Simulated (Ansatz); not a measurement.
Calculated with Ansatz (gas phase, PBE0-D4/def2-TZVP geometries, no zero-point term in ΔE). CCSD(T)/CBS is the MP2 limit (def2-TZVPP, def2-QZVPP) plus CCSD(T) − MP2 in def2-TZVPP, frozen cores. DFT in def2-TZVPP. For Ga outer-core shells are correlated without core-valence functions, which leaves a few kJ/mol of doubt a bond. Scalar relativity is left out up to krypton. One conformer a species, not always the lowest.

Reaction (redistribution): `C[CH2][Ga]([Cl])[Cl]` + `CC(C)[O][GaH][F]` → `C[CH2][Ga]([Cl])[O]C(C)C` + `[F][GaH][Cl]`

```tsv
level	ΔE (kJ/mol)
PBE	8.2
HF/def2-QZVPP	6.3
```

Q: What does CCSD(T)/CBS give? (Estimate.)

A: Computed: +5.9 kJ/mol. The listed levels differ from it by 2.3, 0.4 kJ/mol.

Largest T1 diagnostic among the species: 0.014.
